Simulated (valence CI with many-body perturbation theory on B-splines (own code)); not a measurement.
Pt73+: electric-dipole lines

Calculated by valence CI with perturbative core correlation (CI+MBPT): three valence electrons over a frozen Dirac-Fock core [He], a basis of 11 s, 11 p, 10 d, 8 f, 5 g, 2 h functions for each j, with the one-electron correlation potential Σ1 (screened to all orders), the two-electron term Σ2, the three-electron term Σ3, Breit, model QED; selected single and double excitations, second order for the rest, scaled by the run's own slope (own B-spline code, finite nucleus).

No measured spectrum was set against this ion. As an estimate, large intervals hold to a few tenths of a per cent, small ones and those within an open d or f shell to about a per cent.

Lines 201 to 250 of 575 in falling wavelength, among levels below 17699 eV, chosen from the strongest by gf and those to the six lowest levels. Wavelengths and rates use the calculated energies. Electric multipoles are in the length gauge, E1 and E2 with the static RPA response of the core. Weak lines are less certain than strong ones. Lines between different terms over intervals too small for the method are left out, as are lines whose strength nearly cancels. The highest levels of a list are the least certain.

Levels are named by their leading jj configuration (3d3/2^4 stands for four electrons in 3d with j = 3/2), which in mixed levels can hold well under half, so a name can repeat and another be missing. Letters in brackets count levels of one name in rising energy.

```csv
λ vac (Å),Upper,Lower,A (s⁻¹),S (a.u.) with core polarisation,S without
5.706,(2p3/2^2 3p1/2) J=1/2,(2s 2p3/2 3p1/2) J=3/2 [b],2.13e+13,3.91e-03,3.92e-03
5.705,(2p3/2^2 3s) J=1/2,(2s 2p3/2 3s) J=3/2 [b],2.08e+13,3.82e-03,3.82e-03
5.705,(2p3/2^2 3d3/2) J=3/2 [b],(2s 2p3/2 3d3/2) J=5/2 [b],1.66e+13,6.09e-03,6.10e-03
5.702,(2p3/2^2 3p1/2) J=1/2,(2s 2p3/2 3p1/2) J=1/2,1.03e+13,1.88e-03,1.88e-03
5.702,(2s 2p3/2 3p1/2) J=1/2,(2s^2 3p1/2) J=1/2,2.03e+13,3.71e-03,3.72e-03
5.701,(2p1/2 2p3/2 3s) J=5/2,(2s 2p1/2 3s) J=3/2,1.39e+13,7.63e-03,7.64e-03
5.701,(2p1/2 2p3/2 3d3/2) J=1/2 [b],(2s 2p1/2 3d3/2) J=1/2,1.28e+13,2.34e-03,2.34e-03
5.700,(2s 2p3/2 3s) J=1/2,(2s^2 3s) J=1/2,2.02e+13,3.69e-03,3.70e-03
5.698,(2p1/2 2p3/2 3p1/2) J=1/2,(2s 2p1/2 3p1/2) J=1/2 [a],1.33e+13,2.42e-03,2.42e-03
5.698,(2s 2p3/2 3p1/2) J=3/2 [b],(2s^2 3p1/2) J=1/2,1.95e+13,7.12e-03,7.13e-03
5.698,(2p1/2 2p3/2 3d5/2) J=3/2 [b],(2s 2p1/2 3d5/2) J=5/2 [b],1.03e+13,3.76e-03,3.77e-03
5.690,(2p1/2 2p3/2 3p3/2) J=5/2 [b],(2s 2p1/2 3p3/2) J=3/2 [b],6.53e+12,3.56e-03,3.57e-03
5.690,(2p1/2 2p3/2 3d5/2) J=7/2 [b],(2s 2p1/2 3d5/2) J=7/2,7.24e+12,5.26e-03,5.27e-03
5.689,(2p1/2 2p3/2 3d3/2) J=3/2 [a],(2s 2p1/2 3d3/2) J=3/2 [a],1.15e+13,4.18e-03,4.18e-03
5.688,(2p3/2^2 3p3/2) J=3/2 [b],(2s 2p3/2 3p3/2) J=5/2 [b],1.25e+13,4.54e-03,4.55e-03
5.688,(2p3/2^2 3d3/2) J=3/2 [b],(2s 2p3/2 3d3/2) J=3/2 [b],6.91e+12,2.51e-03,2.51e-03
5.687,(2p1/2 2p3/2 3p3/2) J=5/2 [b],(2s 2p1/2 3p3/2) J=5/2,7.12e+12,3.88e-03,3.89e-03
5.687,(2p1/2 2p3/2 3d3/2) J=5/2 [a],(2s 2p1/2 3d3/2) J=3/2 [a],6.52e+12,3.55e-03,3.56e-03
5.687,(2s 2p3/2 3d5/2) J=5/2 [b],(2s^2 3d5/2) J=5/2,1.63e+13,8.89e-03,8.90e-03
5.685,(2p3/2^2 3s) J=1/2,(2s 2p3/2 3s) J=1/2,1.05e+13,1.91e-03,1.91e-03
5.684,(2p1/2 2p3/2 3d5/2) J=1/2,(2s 2p1/2 3d5/2) J=3/2,1.44e+13,2.60e-03,2.61e-03
5.683,(2p1/2 2p3/2 3p1/2) J=3/2 [a],(2s 2p1/2 3p1/2) J=1/2 [a],8.41e+12,3.05e-03,3.05e-03
5.683,(2s 2p3/2 3p3/2) J=3/2 [b],(2s^2 3p3/2) J=3/2,1.93e+13,7.00e-03,7.00e-03
5.680,(2s 2p3/2 3s) J=3/2 [b],(2s^2 3s) J=1/2,1.91e+13,6.90e-03,6.91e-03
5.679,(2s 2p3/2 3d3/2) J=1/2 [b],(2s^2 3d3/2) J=3/2,2.05e+13,3.71e-03,3.71e-03
5.679,(2p1/2 2p3/2 3d5/2) J=3/2 [a],(2s 2p1/2 3d5/2) J=5/2 [a],6.10e+12,2.20e-03,2.21e-03
5.676,(2p3/2^2 3p3/2) J=5/2,(2s 2p3/2 3p3/2) J=3/2 [a],5.04e+12,2.73e-03,2.73e-03
5.675,(2p3/2^2 3d5/2) J=3/2,(2s 2p3/2 3d5/2) J=1/2,5.11e+12,1.84e-03,1.85e-03
5.675,(2p1/2 2p3/2 3d5/2) J=5/2 [a],(2s 2p1/2 3d5/2) J=5/2 [a],5.31e+12,2.87e-03,2.88e-03
5.675,(2p3/2^2 3d5/2) J=5/2 [b],(2s 2p3/2 3d5/2) J=7/2 [b],9.66e+12,5.23e-03,5.24e-03
5.673,(2s 2p3/2 3d5/2) J=3/2 [b],(2s^2 3d5/2) J=5/2,1.59e+13,5.74e-03,5.75e-03
5.671,(2p1/2 2p3/2 3s) J=3/2 [a],(2s 2p1/2 3s) J=1/2 [a],1.17e+13,4.21e-03,4.21e-03
5.671,(2s 2p3/2 3p3/2) J=1/2 [b],(2s^2 3p3/2) J=3/2,1.88e+13,3.39e-03,3.39e-03
5.670,(2p1/2 2p3/2 3d3/2) J=1/2 [a],(2s 2p1/2 3d3/2) J=3/2 [a],1.45e+13,2.60e-03,2.60e-03
5.657,(2p3/2^2 3s) J=3/2,(2s 2p3/2 3s) J=3/2 [a],1.18e+13,4.24e-03,4.24e-03
5.655,(2p3/2^2 3d3/2) J=7/2,(2s 2p3/2 3d3/2) J=7/2,1.24e+13,8.82e-03,8.83e-03
5.653,(2p3/2^2 3d3/2) J=5/2,(2s 2p3/2 3d3/2) J=7/2,3.15e+12,1.68e-03,1.69e-03
5.652,(2p3/2^2 3d3/2) J=3/2 [a],(2s 2p3/2 3d3/2) J=3/2 [a],6.87e+12,2.45e-03,2.45e-03
5.648,(2s 2p1/2 2p3/2) J=1/2,(2s^2 2p1/2) J=1/2,2.14e+13,3.81e-03,3.82e-03
5.645,(2p3/2^2 3p1/2) J=3/2,(2s 2p3/2 3p1/2) J=3/2 [a],1.37e+13,4.88e-03,4.89e-03
5.644,(2p3/2^2 3p3/2) J=7/2,(2s 2p3/2 3p3/2) J=7/2,1.29e+13,9.19e-03,9.20e-03
5.644,(2p3/2^2 3p1/2) J=5/2,(2s 2p3/2 3p1/2) J=5/2,1.42e+13,7.57e-03,7.58e-03
5.643,(2s 2p1/2 2p3/2) J=3/2 [b],(2s^2 2p1/2) J=1/2,1.98e+13,7.02e-03,7.03e-03
5.639,(2p1/2 2p3/2^2) J=3/2,(2s 2p1/2 2p3/2) J=5/2,1.67e+12,5.93e-04,5.93e-04
5.637,(2p3/2^2 3d5/2) J=7/2,(2s 2p3/2 3d5/2) J=9/2,3.75e+12,2.65e-03,2.66e-03
5.636,(2p3/2^2 3d5/2) J=9/2,(2s 2p3/2 3d5/2) J=9/2,1.21e+13,1.07e-02,1.07e-02
5.635,(2p3/2^2 3d3/2) J=3/2 [a],(2s 2p3/2 3d3/2) J=5/2 [a],5.56e+12,1.96e-03,1.97e-03
5.634,(2p3/2^2 3d5/2) J=5/2 [a],(2s 2p3/2 3d5/2) J=3/2 [a],3.99e+12,2.11e-03,2.12e-03
5.630,(2p3/2^2 3d3/2) J=5/2,(2s 2p3/2 3d3/2) J=5/2 [a],8.34e+12,4.41e-03,4.41e-03
5.628,(2p1/2 2p3/2 3d5/2) J=5/2 [b],(2s 2p1/2 3d5/2) J=5/2 [a],3.89e+12,2.05e-03,2.06e-03
```
